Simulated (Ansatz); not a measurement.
CH3AlBr2, SMILES `[CH3][Al]([Br])[Br]`. The species carries charge 0 and has multiplicity 1. Correlated methods include outer-core shells of Br, which these sets cover unevenly. Scalar relativity is left out up to krypton.

```xyz
7

C    -0.6140    0.2983    0.7290
Al    0.5713   -0.2614   -0.6880
Br    1.4400   -2.3370   -0.7231
Br    1.1545    1.1072   -2.3760
H    -0.9447    1.3296    0.5956
H    -1.4940   -0.3501    0.7650
H    -0.1131    0.2134    1.6975
```

Give the diagnostics of a CCSD(T)/def2-TZVPP run (frozen core, Ansatz 0.2.0). (Estimate.)

Ansatz gave: T1 = 0.0073, largest single amplitude 0.020, largest double 0.027, (T) share of the correlation energy 3.4 %, 8 CCSD cycles. The RHF solution is stable towards an unrestricted one. T1 lies under the customary mark of 0.02 for closed shells.
